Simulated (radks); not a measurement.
Problem. Ionisation ladder of strontium, from Sr I to Sr VII. Each ion is in the ground configuration listed by NIST, and IE = E(next ion) - E(this ion). Method: Dirac Kohn-Sham, LDA (Slater exchange, Perdew-Wang correlation), spin-unpolarised, spherical densities, point nucleus; open shells fill j = l - 1/2 first; computed with a radial shooting solver on a logarithmic mesh with Libxc functionals.

species      configuration  IE, Delta-SCF (eV)  <r> HOMO (bohr)
Sr I              [Kr] 5s2                   ?             4.27
Sr II             [Kr] 5s1                   ?             3.85
Sr III                [Kr]              42.988             1.56
Sr IV    [Ar] 3d10 4s2 4p5              57.003             1.50
Sr V     [Ar] 3d10 4s2 4p4                   ?             1.45
Sr VI    [Ar] 3d10 4s2 4p3              87.239             1.40
Sr VII   [Ar] 3d10 4s2 4p2              105.07             1.34

Estimate the withheld Delta-SCF values.

Solution. Sr I: 6.058 eV (NIST 5.695); Sr II: 11.176 eV (NIST 11.030); Sr V: 71.783 eV (NIST 71).

Beside tabulated values, note that spin-unpolarised runs miss the spin-polarisation part of the exchange energy of open shells.
